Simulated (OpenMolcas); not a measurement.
# Ne5+: effect of correlating more closed shells

```
Program             : OpenMolcas 26.06
Basis               : ANO-RCC-VDZP [3s2p1d]
Scalar Hamiltonian  : DKH2, point nucleus
Active space        : 3 electrons in 4 orbitals (2s 2p)
State averaging     : 2S+1 = 4 odd, 1 root; 2S+1 = 2 odd, 8 roots (3 in the spin-orbit step); 2S+1 = 4 even, 3 roots; 2S+1 = 2 even, 9 roots
Spin-orbit coupling : RASSI with atomic mean-field integrals over the reference wave functions, term energies averaged over their components
```

Methods on the same reference wave functions:
A. CASSCF
B. SS-CASPT2, IPEA 0.25 Eh, imaginary shift 0.1 Eh (closed shells correlated: none)
C. SS-CASPT2, IPEA 0.25 Eh, imaginary shift 0.1 Eh (closed shells correlated: 1s)

Energies in eV above 2s² 2p ²P°_1/2, the measured ground level; measured values from NIST levels in Podobedova, Fuhr, Reader and Wiese, J. Phys. Chem. Ref. Data 33, 525 (2004).

| Level | A | B | C | Measured |
| --- | --- | --- | --- | --- |
| 2s² 2p ²P°_1/2 | 0.0000 | 0.0000 | 0.0000 | 0.0000 |
| 2s² 2p ²P°_3/2 | 0.1485 | 0.1485 | 0.1485 | 0.1624 |
| 2s 2p² ⁴P_1/2 | 11.7684 | 12.255 | 12.262 |  |
| 2s 2p² ⁴P_3/2 | 11.8212 | 12.308 | 12.315 |  |
| 2s 2p² ⁴P_5/2 | 11.9078 | 12.395 | 12.402 |  |
| 2s 2p² ²D_3/2 | 22.9504 | 22.540 | 22.535 | 22.1958 |
| 2s 2p² ²D_5/2 | 22.9513 | 22.541 | 22.536 | 22.1922 |
| 2s 2p² ²S_1/2 | 29.1372 | 29.098 | 29.085 | 28.6221 |
| 2s 2p² ²P_1/2 | 32.4818 | 31.652 | 31.620 | 30.9083 |
| 2s 2p² ²P_3/2 | 32.5831 | 31.753 | 31.721 | 31.0099 |

Deviations, from unrounded energies. A percentage is the sum of absolute deviations over the sum of measured energies, with the sign that they share, or ± where signs differ.

| Against measurement | Levels | A | B | C |
| --- | --- | --- | --- | --- |
| mean absolute deviation (cm-1) | 6 | 7000 | 3600 | 3500 |
| fine structure of the ground term (%) | 1 | -8.6 | -8.6 | -8.6 |
| other configurations (%) | 5 | +3.8 | +2.0 | +1.9 |

B, C lie about equally close to measurement and A furthest from it. The largest miss of C in the table is 2s 2p² ²P_1/2, by +5700 cm-1. The ranking rests on the paired levels alone, and a cruder setting can come out closer through cancelling errors.

Between B and C the level of the table that moves most is 2s 2p² ²P_3/2, by 260 cm-1 (lowest in C, highest in B). Moves below CASPT2's spread within the term are not significant.

The lowest spin-free term lies below A's lowest term by 0.028 hartree in B, 0.030 hartree in C.

What an inner shell adds also hangs on whether the basis holds functions to correlate it.

CASPT2 does not keep the components of a term degenerate, so their means are used; among the terms shown or strongly mixed into the levels shown the widest spread is 74 cm-1 (2s 2p² ²D, B). The basis is small and was not contracted for so high a charge. Measured partners are found by configuration, term and J. A level has none where our copy of the source lacks it or the pairing is in doubt (some pairs that miss far off the trend of their configuration count as doubtful), and it then counts in no deviation. Levels of configurations outside the active space are missing. Levels that lie high or do not pair safely by name in every column are left out.

° marks odd parity.
